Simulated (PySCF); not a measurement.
H6F2Ge3 (SMILES [F][Ge]([F])([GeH3])[GeH3]), singlet, at a GFN2-xTB geometry; PySCF with DF-PBE0/def2-TZVPPD.

The PySCF input:
```python
from pyscf import gto, scf, dft

mol = gto.M(
    atom='''
F    -0.126376   -2.062455    0.163918
Ge   -0.050391   -0.304539   -0.223596
F    -0.296395   -0.447935   -2.002681
Ge    2.315792    0.288407    0.033981
Ge   -2.166205    0.603989    0.619825
H     2.947760    0.668194   -1.272366
H     2.463985    1.476805    0.949122
H     3.115633   -0.826709    0.639388
H    -3.170460   -0.470679    0.907787
H    -2.780452    1.575380   -0.346568
H    -1.945801    1.359092    1.904813
''',
    basis='def2-tzvppd',
    charge=0,
    spin=0,
    verbose=4,
    max_memory=1800,
)

mf = dft.RKS(mol)
mf.xc = 'pbe0'
mf = mf.density_fit(auxbasis='def2-universal-jkfit')
mf.kernel()
```

The log (banner, timings and long lists left out):

```
PySCF version 2.14.0

[INPUT] verbose = 4
[INPUT] num. atoms = 11
[INPUT] num. electrons = 120
[INPUT] charge = 0
[INPUT] spin (= nelec alpha-beta = 2S) = 0
[INPUT] symmetry False subgroup None
[INPUT] Mole.unit = angstrom
[INPUT] Symbol           X                Y                Z      unit          X                Y                Z       unit  Magmom
[INPUT]  1 F     -0.126376000000  -2.062455000000   0.163918000000 AA   -0.238816028718  -3.897475094240   0.309760126886 Bohr   0.0
[INPUT]  2 Ge    -0.050391000000  -0.304539000000  -0.223596000000 AA   -0.095225189143  -0.575495304249  -0.422535202548 Bohr   0.0
[INPUT]  3 F     -0.296395000000  -0.447935000000  -2.002681000000 AA   -0.560105374690  -0.846474471607  -3.784518604870 Bohr   0.0
[INPUT]  4 Ge     2.315792000000   0.288407000000   0.033981000000 AA    4.376212641459   0.545010242407   0.064214783439 Bohr   0.0
[INPUT]  5 Ge    -2.166205000000   0.603989000000   0.619825000000 AA   -4.093534179663   1.141373792250   1.171299495159 Bohr   0.0
[INPUT]  6 H      2.947760000000   0.668194000000  -1.272366000000 AA    5.570459080948   1.262703658078  -2.404423270208 Bohr   0.0
[INPUT]  7 H      2.463985000000   1.476805000000   0.949122000000 AA    4.656256825036   2.790756989388   1.793580638799 Bohr   0.0
[INPUT]  8 H      3.115633000000  -0.826709000000   0.639388000000 AA    5.887693074657  -1.562253594713   1.208268207333 Bohr   0.0
[INPUT]  9 H     -3.170460000000  -0.470679000000   0.907787000000 AA   -5.991301088889  -0.889454402584   1.715468809441 Bohr   0.0
[INPUT] 10 H     -2.780452000000   1.575380000000  -0.346568000000 AA   -5.254292782499   2.977036742117  -0.654918603538 Bohr   0.0
[INPUT] 11 H     -1.945801000000   1.359092000000   1.904813000000 AA   -3.677030982905   2.568311658087   3.599574888511 Bohr   0.0

nuclear repulsion = 1060.36437352276
number of shells = 124
number of NR pGTOs = 542
number of NR cGTOs = 344
basis = def2-tzvppd
ecp = {}

******** <class 'pyscf.df.df_jk.DFRKS'> ********
method = DFRKS
initial guess = minao
damping factor = 0
level_shift factor = 0
DIIS = <class 'pyscf.scf.diis.CDIIS'>
diis_start_cycle = 1
diis_space = 8
diis_damp = 0
SCF conv_tol = 1e-09
SCF conv_tol_grad = None
SCF max_cycles = 50
direct_scf = False
XC library pyscf.dft.libxc version 7.1.2
    S. Lehtola, C. Steigemann, M. J. T. Oliveira, and M. A. L. Marques,  SoftwareX 7, 1–5 (2018)
XC functionals = pbe0
    C. Adamo and V. Barone,  J. Chem. Phys. 110, 6158 (1999)
    M. Ernzerhof and G. E. Scuseria,  J. Chem. Phys. 110, 5029 (1999)
radial grids:
    Treutler-Ahlrichs [JCP 102, 346 (1995); DOI:10.1063/1.469408] (M4) radial grids

becke partition: Becke, JCP 88, 2547 (1988); DOI:10.1063/1.454033
pruning grids: <function nwchem_prune>
grids dens level: 3
symmetrized grids: False
atomic radii adjust function: <function treutler_atomic_radii_adjust>
small_rho_cutoff = 0
Set gradient conv threshold to 3.16228e-05
Initial guess from minao.
tot grids = 149296
******** <class 'pyscf.df.df.DF'> ********
auxbasis = def2-universal-jkfit
init E= -6431.66358789557
  HOMO = -0.279941009683135  LUMO = -0.0677193074974759  gap/eV = 5.77485
cycle= 1 E= -6433.28351108814  delta_E= -1.62  |g|= 1.39  |ddm|= 2.72
  HOMO = -0.227613371113195  LUMO = -0.108697234303254  gap/eV = 3.23587
cycle= 2 E= -6432.7153543083  delta_E= 0.568  |g|=  2.4  |ddm|= 1.95
  HOMO = -0.307243928976469  LUMO = -0.0556392106551152  gap/eV = 6.84651
cycle= 3 E= -6433.4834970019  delta_E= -0.768  |g|= 0.362  |ddm|=  1.3
  HOMO = -0.30283066020376  LUMO = -0.0555432630186397  gap/eV = 6.72903
cycle= 4 E= -6433.49965677019  delta_E= -0.0162  |g|= 0.0489  |ddm|= 0.203
  HOMO = -0.30591888186256  LUMO = -0.0572846289836436  gap/eV = 6.76568
cycle= 5 E= -6433.49988732639  delta_E= -0.000231  |g|= 0.0104  |ddm|= 0.0327
  HOMO = -0.304834618621705  LUMO = -0.0560989821716325  gap/eV = 6.76844
cycle= 6 E= -6433.4999104655  delta_E= -2.31e-05  |g|= 0.00376  |ddm|= 0.00995
  HOMO = -0.304922429810958  LUMO = -0.0561136403152129  gap/eV = 6.77043
cycle= 7 E= -6433.49991181145  delta_E= -1.35e-06  |g|= 0.000703  |ddm|= 0.00245
  HOMO = -0.305031905112187  LUMO = -0.0561941007623253  gap/eV = 6.77122
cycle= 8 E= -6433.49991188566  delta_E= -7.42e-08  |g|= 0.000283  |ddm|= 0.000743
  HOMO = -0.305022709199356  LUMO = -0.0561894013119978  gap/eV = 6.77110
cycle= 9 E= -6433.49991189776  delta_E= -1.21e-08  |g|= 0.000139  |ddm|= 0.000221
  HOMO = -0.305017869402292  LUMO = -0.0561865709913951  gap/eV = 6.77104
cycle= 10 E= -6433.49991190062  delta_E= -2.86e-09  |g|= 2.88e-05  |ddm|= 8.2e-05
  HOMO = -0.305018957712804  LUMO = -0.0561869742519222  gap/eV = 6.77106
cycle= 11 E= -6433.49991190081  delta_E= -1.84e-10  |g|= 9.36e-06  |ddm|= 3.48e-05
  HOMO = -0.305018614964723  LUMO = -0.0561869057294627  gap/eV = 6.77106
Extra cycle  E= -6433.4999119008  delta_E= 3.64e-12  |g|= 1.27e-05  |ddm|= 2.06e-05
converged SCF energy = -6433.4999119008
```
